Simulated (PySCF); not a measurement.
Compound: C2H9B2NO2.
Atom-mapped SMILES: `[CH3:1][O:2][B:3]([BH:4][NH2:5])[O:6][CH3:7]` (hydrogens: H8, H9, H10 on C1; H11 on B4; H12, H13 on N5; H14, H15, H16 on C7)

Computed with PySCF at wB97X-D/def2-SVPD, non-relativistic, on one gas-phase PBE0-D3(BJ)/def2-SVP geometry that isn't relaxed in the solvent. The solvent is an IEF-PCM continuum (Bondi radii, 1.10 Å for H, scaled by 1.2), and excitations are vertical TDDFT with non-equilibrium linear response and a frozen core. Only the electrostatic response of the medium enters.

Gas-phase singlets (H = HOMO, L = LUMO):

```tsv
state	E (eV)	λ (nm)	f	leading configuration
S1	5.537	224	0.003	H→L 97%
S2	6.907	179	0.054	H-1→L 97%
S3	7.283	170	0.250	H-2→L 96%
S4	7.578	164	0.001	H-3→L 88%
S5	7.663	162	0.014	H→L+1 92%
```

How does the list change in acetonitrile (ε = 35.69)?

| state | E (eV) | λ (nm) | f | leading configuration | change by rank (eV) |
| --- | --- | --- | --- | --- | --- |
| S1 | 5.529 | 224 | 0.004 | H→L 97% | -0.008 |
| S2 | 6.881 | 180 | 0.063 | H-1→L 95% | -0.026 |
| S3 | 7.160 | 173 | 0.299 | H-2→L 95% | -0.123 |
| S4 | 7.593 | 163 | 0.001 | H-3→L 85% | +0.015 |
| S5 | 7.692 | 161 | 0.016 | H→L+1 91% | +0.029 |

How do the frontier levels move from gas to acetonitrile?

```
orbital  gas (eV)  solvent (eV)  change (eV)                   Löwdin shares, gas               Löwdin shares, solvent
 LUMO+2      2.33          2.37        +0.04   B4 23 %, B3 19 %, H13 11 %, C1 9 %    B4 32 %, B3 14 %, H13 9 %, C1 9 %
 LUMO+1      1.96          1.94        -0.02    B4 40 %, B3 26 %, H13 6 %, O2 4 %     B4 35 %, B3 33 %, C1 5 %, O2 5 %
   LUMO      1.19          1.10        -0.09   B4 32 %, B3 23 %, N5 16 %, O6 10 %   B4 32 %, B3 23 %, N5 16 %, O6 10 %
   HOMO     -9.56         -9.65        -0.09  B4 29 %, B3 20 %, O6 18 %, H11 10 %  B4 28 %, B3 20 %, O6 18 %, H11 10 %
 HOMO-1     -9.98        -10.07        -0.09     O2 38 %, O6 21 %, C1 9 %, N5 6 %     O2 36 %, O6 20 %, C1 9 %, N5 8 %
 HOMO-2    -10.37        -10.39        -0.02   N5 54 %, B4 14 %, O6 12 %, H13 5 %   N5 52 %, B4 14 %, O6 13 %, H13 5 %
 HOMO-3    -11.01        -11.11        -0.10    O2 50 %, C1 19 %, H9 10 %, B3 6 %    O2 47 %, C1 20 %, H9 10 %, B3 6 %
```

The HOMO–LUMO gap goes from 10.75 to 10.75 eV.

The values belong to the conformer `[CH3:1][O:2][B:3]([BH:4][NH2:5])[O:6][CH3:7]`: C1–O2–B3–B4 179°, O2–B3–B4–N5 -1°, O2–B3–O6–C7 180°, H–N5–B4–B3 0°, H–N5–B4–B3 180°.
